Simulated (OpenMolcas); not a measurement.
## Multiconfigurational calculation on Te5+

Input:

```
&GATEWAY
Coord
1

Te 0.0 0.0 0.0
Basis=ANO-RCC-VDZP
Group=XYZ
NoMove
AngMom=0.0 0.0 0.0
AMFI
&SEWARD
* reference wave functions (RASSCF and RASSI steps not shown): 1 electron in 4 orbitals (5s 5p)
>>> COPY JOB001 $Project.JobIph
&CASPT2
Multistate=1 1
Frozen=9 9
IPEA=0.0
Imaginary=0.1
MaxIter=60
WThr=0.0 0.3 0.05
PrWF=0.5
NoMix
>>> COPY JOB002 $Project.JobIph
&CASPT2
Multistate=3 1 2 3
Frozen=9 9
IPEA=0.0
Imaginary=0.1
MaxIter=60
WThr=0.0 0.3 0.05
PrWF=0.5
NoMix
```

Output, cut to the results:

```
--- CASPT2 ---
Orbital specifications:
      -----------------------

      Symmetry species                           1   2
                                                ag  au
      Frozen orbitals                            9   9
      Inactive orbitals                          5   0
      Active orbitals                            1   3
      Secondary orbitals                         6  10
      Deleted orbitals                           0   0
      Number of basis functions                 21  22
Type of calculation                        SS-CASPT2
      Fock operator                              state-specific
      IPEA shift                                 0.00
      Real shift                                 0.00
      Imaginary shift                            0.10
      The input orbitals will be transformed to quasi-canonical
Reference energy:       -6783.8860639230
      E2 (Non-variational):      -0.2805478644
      Shift correction:          -0.0000560358
      E2 (Variational):          -0.2806039002
      Total energy:           -6784.1666678232
      Residual norm:              0.0000002100
      Reference weight:           0.96267
      Contributions to the CASPT2 correlation energy
      Active & Virtual Only:         -0.0000000000
      One Inactive Excited:          -0.0373889193
      Two Inactive Excited:          -0.2431589450
::    CASPT2 Root  1     Total energy:  -6784.16666782
--- CASPT2 ---
Orbital specifications:
      -----------------------

      Symmetry species                           1   2
                                                ag  au
      Frozen orbitals                            9   9
      Inactive orbitals                          5   0
      Active orbitals                            1   3
      Secondary orbitals                         6  10
      Deleted orbitals                           0   0
      Number of basis functions                 21  22
Type of calculation                        MS-CASPT2
      Fock operator                              state-specific
      IPEA shift                                 0.00
      Real shift                                 0.00
      Imaginary shift                            0.10
      The input orbitals will be transformed to quasi-canonical
Reference energy:       -6783.4390465023
      E2 (Non-variational):      -0.2723649676
      Shift correction:          -0.0000574530
      E2 (Variational):          -0.2724224206
      Total energy:           -6783.7114689229
      Residual norm:              0.0000009568
      Reference weight:           0.96359
      Contributions to the CASPT2 correlation energy
      Active & Virtual Only:          0.0000000000
      One Inactive Excited:          -0.0295585352
      Two Inactive Excited:          -0.2428064324
Reference energy:       -6783.4390465023
      E2 (Non-variational):      -0.2723649676
      Shift correction:          -0.0000574530
      E2 (Variational):          -0.2724224206
      Total energy:           -6783.7114689229
      Residual norm:              0.0000009568
      Reference weight:           0.96359
      Contributions to the CASPT2 correlation energy
      Active & Virtual Only:          0.0000000000
      One Inactive Excited:          -0.0295585352
      Two Inactive Excited:          -0.2428064324
::    CASPT2 Root  1     Total energy:  -6783.71146892
::    CASPT2 Root  2     Total energy:  -6783.71146892
::    CASPT2 Root  3     Total energy:  -6783.71146892
::    MS-CASPT2 Root  1     Total energy:  -6783.71146892
::    MS-CASPT2 Root  2     Total energy:  -6783.71146892
::    MS-CASPT2 Root  3     Total energy:  -6783.71146892
```

Levels above the lowest, from the spin-orbit matrix with the single-state CASPT2 energies, averaged by term, on its diagonal:

```tsv
Configuration	Term	J	E (eV)	Measured (eV)	g	Term weight %
5s	²S	1/2	0.0000	0.0000	2.002	100
5p	²P°	1/2	11.565	11.5720	0.666	100
5p	²P°	3/2	12.798	13.0370	1.334	100
```

Against the 2 measured excited levels shown (the list in Rauch et al., Astron. Astrophys. 606, A105 (2017)) the mean absolute deviation is 1000 cm-1; the largest miss in energy is 5p ²P°_3/2: computed 12.798, measured 13.0370 eV (-1.8 %).

With one active electron, CASPT2 adds the correlation within the correlated inactive shells and between them and that electron, and leaves the splitting within a term as the reference gives it. The basis is small and was not contracted for so high a charge. Computed and measured levels are paired by configuration, term and J; levels that our copy of the source lacks, or whose pairing is in doubt (as where it misses far off the trend of its configuration), stay unpaired and out of the deviations. Only configurations of the active space appear.

The term weight is that of the spin-free term in the level, not the purity of its configuration. ° marks odd parity.
